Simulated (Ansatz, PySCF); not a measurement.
CH2NO, SMILES [C](N)=O, multiplicity 2. Atoms are numbered in the order given.

```xyz
5

N     -0.0858    -1.0885     0.0000
C      0.4048     0.1576     0.0000
O     -0.1666     1.2082     0.0000
H     -1.0859    -1.2629     0.0000
H      0.5402    -1.8743     0.0000
```
Charge 0, spin multiplicity 2.

Geometry: TPSSh-D3(BJ)/def2-TZVP. The isomer is the one that the SMILES or the coordinates give; other isomers of the formula were not compared. The values are those of a single conformer.

Two levels are set side by side: PBE-D3(BJ)/def2-TZVP (Ansatz, an electronic-structure program) and TPSSh-D3(BJ)/def2-TZVP (PySCF). Each level has its own optimised geometry; the coordinates shown are those of the second. Frequencies come from the Hessian of PySCF at each geometry. Differences are taken from unrounded values.

| quantity | TPSSh-D3(BJ) | PBE-D3(BJ) | PBE-D3(BJ) minus TPSSh-D3(BJ) |
|---|---|---|---|
| mean bond length (Å) | 1.139 | 1.145 | 0.006 |
| bond N1–C2 (Å) | 1.339 | 1.341 | 0.002 |
| bond C2–O3 (Å) | 1.196 | 1.203 | 0.007 |
| bond N1–H4 (Å) | 1.015 | 1.024 | 0.009 |
| bond N1–H5 (Å) | 1.005 | 1.011 | 0.006 |
| highest harmonic wavenumber (cm⁻¹) | 3685 | 3612 | -72 |
| mean harmonic wavenumber (cm⁻¹) | 1595 | 1557 | -38 |
| zero-point energy (kcal/mol) | 20.52 | 20.03 | -0.48 |

Exact exchange shortens and stiffens bonds; PBE has none. Differences between two approximate levels are no errors against the true value.
